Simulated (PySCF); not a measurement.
# Calculated properties of tetramethylborate (`C[B-](C)(C)C`)

Species: tetramethylborate, C4H12B (charge -1).
Geometry (PBE0-D3(BJ)/def2-TZVP, Å), atoms numbered from 1 in this order:
```
atom  x, y, z in Å
C1    -0.0221   -1.2523   -1.0674
B2     0.0003    0.0006    0.0000
C3     0.0746    1.4231   -0.8243
C4    -1.3704   -0.0339    0.9117
C5     1.3147   -0.1367    0.9812
H6    -0.8851   -1.2031   -1.7495
H7    -0.0770   -2.2292   -0.5619
H8     0.8781   -1.2768   -1.7012
H9     0.0928    2.2943   -0.1509
H10   -0.7893    1.5623   -1.4930
H11    0.9748    1.4940   -1.4546
H12   -2.2802    0.0481    0.2970
H13   -1.4632   -0.9677    1.4877
H14   -1.4074    0.7906    1.6408
H15    1.3111   -1.0789    1.5510
H16    2.2603   -0.1134    0.4173
H17    1.3687    0.6781    1.7199
```

PBE0-D3(BJ)/def2-TZVP geometry optimisation, gas phase (PySCF):

| Quantity | Value |
| --- | --- |
| Point group | Td |
| Rotational constants A, B, C | 3.907, 3.907, 3.904 GHz |

**B97-2/pcSseg-2 ground state and GIAO shieldings, non-relativistic (PySCF)**

| Item | Value |
| --- | --- |
| HOMO energy | -1.97 eV |
| LUMO energy | 4.41 eV |
| HOMO–LUMO gap | 6.38 eV |
| 13C chemical shifts (computed TMS as zero) by class | 17.5 (C1/C3/C4/C5) ppm |
| 1H chemical shifts (computed TMS as zero) by class | -0.76 (H6/H7/H8/H9/H10/H11/H12/H13/H14/H15/H16/H17) ppm |
| Isotropic shieldings of nuclei other than C and H, by class | 125 (B2) ppm |

Monoisotopic mass of the ion (most abundant isotopes, electron mass counted): 71.1038 u.

The rotational constants are those of a spherical top; the small spread among constants that symmetry makes equal is optimisation noise. With B = h/(8π²I), that is 505.379 GHz u Å² over I, the principal moments of inertia are 129.3, 129.4 and 129.4 u Å² (most abundant isotopes).

Isolated species at its PBE0-D3(BJ)/def2-TZVP geometry, gas phase. No diffuse functions stand in pcSseg-2, which bears on an anion's orbital energies.
